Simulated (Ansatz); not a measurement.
`FC[NH][AlH2]` + `[OH][GaH2]` → `[AlH2][O][GaH2]` + `NCF` at 600 K and 1 bar (ligand exchange at the Al–N bond).

Program: Ansatz. Geometries: PBE0-D4/def2-TZVP. ΔE: electronic, gas phase. CCSD(T)/CBS adds triple-zeta CCSD(T) − MP2 to the extrapolated MP2 energy (def2 sets, frozen cores). For Ga outer-core shells are correlated without core-valence functions, which leaves a few kJ/mol of doubt a bond. Scalar relativity is left out up to krypton. One conformer a species, not always the lowest.

```
          species  CCSD(T)/CBS energy (Eh)  H − E (kJ/mol)  S (J/(mol·K))
   `FC[NH][AlH2]`               -437.58340           211.6          388.8
     `[OH][GaH2]`              -2000.92981           103.5          310.5
`[AlH2][O][GaH2]`              -2243.58748           131.4          400.6
            `NCF`               -194.94856           185.7          307.7
```

H − E and S are ideal-gas, rigid-rotor, harmonic terms from PBE0-D4/def2-TZVP, for one conformer and one mirror image of each species. 1 Eh = 2625.50 kJ/mol, R = 8.31446 J/(mol·K).

Question: By hand: ΔE, ΔH, ΔS and ΔG.

Answer: ΔE = (-2243.58748) + (-194.94856) − (-437.58340) − (-2000.92981) = -0.02283 Eh = -59.9 kJ/mol. Δ(H − E) = 131.4 + 185.7 − 211.6 − 103.5 = 2.0, so ΔH = -57.9 kJ/mol. ΔS = 400.6 + 307.7 − 388.8 − 310.5 = 9.0 J/(mol·K). ΔG = -57.9 − 600 × (9.0)/1000 = -63.3 kJ/mol.

Question: By hand: the equilibrium constant, and the temperature at which ΔG would vanish if ΔH and ΔS stayed fixed.

Answer: log₁₀ K = −ΔG/(RT ln 10) = 5.5. ΔH and −TΔS have one sign here, so there is no such temperature.

The number of gas molecules stays the same, so ΔS is small and ΔH decides. A doubt of 5 kJ/mol in ΔE shifts log₁₀ K by 0.4 here. Other conformers and mirror images would add mixing entropy, several J/(mol·K) or more a flexible species. These are equilibria of isolated gas molecules and say nothing of rates. Largest T1 diagnostic: 0.015 (customary marks: 0.02 for closed shells, 0.045 for open ones).

ΔS is within the doubt of such terms, so its sign, and with it that verdict, could turn.
